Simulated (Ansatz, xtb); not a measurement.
**Relative energy of two structures of AlCuOS**

We compare a, a singlet given by its coordinates, with b, a singlet given by its coordinates. Both are isolated molecules in the gas phase, relaxed with PBE0-D3(BJ)/pcseg-1.

a (Å):

```xyz
4

Al   -3.5186   -2.4288   -1.2446
Cu   -5.1133   -4.1749    0.2041
O    -4.0441   -1.3529   -2.3279
S    -2.9965   -3.9011    0.2128
```

Close contacts (Å): Al1–Cu2 2.77, Al1–O3 1.61, Al1–S4 2.14, Cu2–S4 2.13.

b (Å):

```xyz
4

Al    0.2186    0.0049   -0.7067
Cu   -0.3405   -0.0076    2.4405
O     0.6128    0.0128    0.9132
S    -0.2910   -0.0052   -2.6574
```

Close contacts (Å): Al1–Cu2 3.20, Al1–O3 1.67, Al1–S4 2.02, Cu2–O3 1.80.

Quicker runs give these differences E(b) − E(a): GFN2-xTB −44.2 kJ/mol; HF/STO-3G −200.4 kJ/mol (at GFN2-xTB geometries); r2SCAN-D4/def2-SVP −22.6 kJ/mol (at GFN2-xTB geometries).

Problem. Estimate E(b) − E(a) at the level CCSD(T)/def2-TZVP.

Solution. Calculated at CCSD(T)/def2-TZVP: E(b) − E(a) = −33.7 kJ/mol, so structure b lies lower.

Level by level:

```json
{"level": "GFN2-xTB", "geometry": "GFN2-xTB", "E(b) − E(a) (kJ/mol)": "−44.2", "departure from the last row (kJ/mol)": "−10.5", "job, with rough time for the two": "optimisation, 0.29 s"}
{"level": "HF/STO-3G", "geometry": "GFN2-xTB", "E(b) − E(a) (kJ/mol)": "−200.4", "departure from the last row (kJ/mol)": "−166.7", "job, with rough time for the two": "single point, 12 s"}
{"level": "r2SCAN-D4/def2-SVP", "geometry": "GFN2-xTB", "E(b) − E(a) (kJ/mol)": "−22.6", "departure from the last row (kJ/mol)": "+11.1", "job, with rough time for the two": "single point, 5.9 s"}
{"level": "PBE0-D3(BJ)/pcseg-1", "geometry": "PBE0-D3(BJ)/pcseg-1", "E(b) − E(a) (kJ/mol)": "−24.0", "departure from the last row (kJ/mol)": "+9.7", "job, with rough time for the two": "optimisation, 78 s"}
{"level": "HF/def2-TZVP", "geometry": "PBE0-D3(BJ)/pcseg-1", "E(b) − E(a) (kJ/mol)": "−87.2", "departure from the last row (kJ/mol)": "−53.5", "job, with rough time for the two": "part of the CCSD(T) run"}
{"level": "MP2/def2-TZVP", "geometry": "PBE0-D3(BJ)/pcseg-1", "E(b) − E(a) (kJ/mol)": "−28.6", "departure from the last row (kJ/mol)": "+5.1", "job, with rough time for the two": "part of the CCSD(T) run"}
{"level": "CCSD(T)/def2-TZVP", "geometry": "PBE0-D3(BJ)/pcseg-1", "E(b) − E(a) (kJ/mol)": "−33.7", "departure from the last row (kJ/mol)": "", "job, with rough time for the two": "single point, 3.2 min"}
```

The levels shown agree on the order. The largest departure from CCSD(T)/def2-TZVP is that of HF/STO-3G, 166.7 kJ/mol.

With harmonic frequencies from PBE0-D3(BJ)/pcseg-1 (ideal gas, rigid rotor, one conformer each, 298.15 K, 1 atm): on the last row, ΔE + ΔZPE = −32.9 kJ/mol. A mode under 50 cm⁻¹ makes harmonic enthalpies and free energies unreliable, so none is given.

The T1 diagnostic of structures a and b is large, so the coupled-cluster value is less sure. The correlated steps freeze 16 core orbitals; the last core shell of Cu is correlated, in a basis made for valence electrons. Programs: Ansatz 0.2.0, xtb 6.7.1; the last row on 1 thread of Arm Neoverse V1 on a shared host.
